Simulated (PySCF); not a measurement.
Compound: C4H5FN2Si.
Geometry (GFN2-xTB, Å), atoms numbered from 1 in this order:
```xyz
13
C4H5FN2Si angstrom
N     -1.8841    1.6596    1.6959
C     -1.1758    1.3981    0.8352
C     -0.3317    0.9767   -0.2420
F     -0.0312    2.0302   -1.0810
Si    -0.9588   -0.7085   -1.0335
C      0.4440   -1.2216    0.1590
C      0.8810    0.2284    0.2944
N      1.9490    0.7720    0.6310
H     -2.3269   -1.0608   -0.6863
H     -0.6146   -0.7451   -2.4475
H      1.2458   -1.8771   -0.1787
H      0.0949   -1.6061    1.1186
H      2.7042    0.1547    0.9173
```

Computed at PBE0/pcSseg-1 (PySCF, non-relativistic), with Q(14N) = 0.02044 b: N1, 14N (I = 1): χzz = -4.751 MHz, η = 0.358; N8, 14N (I = 1): χzz = -4.949 MHz, η = 0.379.

Q: Find the zero-field quadrupole resonance frequencies of 14N at N1.

A: From ν± = (3/4)|χ|(1 ± η/3) and ν0 = |χ|η/2: ν+ 3.989 MHz, ν− 3.138 MHz, ν0 0.851 MHz (nitrile nitrogen).

Q: Find the zero-field quadrupole resonance frequencies of 14N at N8.

A: From ν± = (3/4)|χ|(1 ± η/3) and ν0 = |χ|η/2: ν+ 4.180 MHz, ν− 3.243 MHz, ν0 0.937 MHz (imine nitrogen).

In a crystal, neighbours and librations shift these lines. Isolated species at its GFN2-xTB geometry (one conformer only). GFN2-xTB bond lengths can be off by several hundredths of an ångström, more for odd bonds, and the gradients follow them. These gradients aren't converged with respect to the basis.
